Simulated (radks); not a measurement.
Au, configuration [Xe] 4f14 5d10 6p1 (not the ground configuration). Calculated with a radial shooting solver on a logarithmic mesh with Libxc functionals: Dirac Kohn-Sham, LDA (Slater exchange, Perdew-Wang correlation), spin-unpolarised, spherical densities, point nucleus; open shells are shared between the two j in proportion to 2j + 1.

Normalised radial functions P(r) = r R(r) (large component), r in bohr:

| r | 4f7/2 | 5p1/2 | 5d5/2 |
|---|---|---|---|
| 0.002306 | 0.0000 | 0.0233 | 0.0001 |
| 0.003176 | 0.0000 | 0.0337 | 0.0001 |
| 0.004373 | 0.0000 | 0.0493 | 0.0003 |
| 0.006023 | 0.0000 | 0.0725 | 0.0008 |
| 0.008361 | 0.0001 | 0.1071 | 0.0019 |
| 0.01151 | 0.0002 | 0.1538 | 0.0046 |
| 0.01586 | 0.0007 | 0.2120 | 0.0105 |
| 0.02184 | 0.0021 | 0.2722 | 0.0231 |
| 0.03007 | 0.0065 | 0.3086 | 0.0482 |
| 0.04141 | 0.0189 | 0.2755 | 0.0929 |
| 0.05749 | 0.0527 | 0.1180 | 0.1626 |
| 0.07917 | 0.1317 | -0.1530 | 0.2393 |
| 0.109 | 0.2956 | -0.4016 | 0.2744 |
| 0.1501 | 0.5798 | -0.3673 | 0.1890 |
| 0.2068 | 0.9650 | 0.0770 | -0.0531 |
| 0.287 | 1.3273 | 0.5850 | -0.3372 |
| 0.3953 | 1.4433 | 0.4749 | -0.3835 |
| 0.5443 | 1.2340 | -0.3158 | -0.0604 |
| 0.7496 | 0.8166 | -1.0553 | 0.4496 |
| 1.032 | 0.4049 | -1.1092 | 0.8026 |
| 1.433 | 0.1394 | -0.6439 | 0.8237 |
| 1.973 | 0.0330 | -0.2259 | 0.6139 |
| 2.718 | 0.0047 | -0.0451 | 0.3561 |
| 3.743 | 0.0003 | -0.0045 | 0.1599 |
| 5.154 | 0.0000 | -0.0002 | 0.0526 |
| 7.155 | 0.0000 | 0.0000 | 0.0109 |
| 9.853 | 0.0000 | 0.0000 | 0.0013 |
| 13.57 | 0.0000 | 0.0000 | 0.0001 |

4f7/2: eigenvalue -81.738 eV, 0 radial nodes, <r> = 0.502 bohr, 90 % of the charge inside 0.807 bohr. 5p1/2: eigenvalue -74.358 eV, 3 radial nodes at r = 0.0669, 0.198, 0.487 bohr, <r> = 1.00 bohr, 90 % of the charge inside 1.45 bohr. 5d5/2: eigenvalue -8.561 eV, 2 radial nodes at r = 0.195, 0.567 bohr, <r> = 1.63 bohr, 90 % of the charge inside 2.58 bohr.
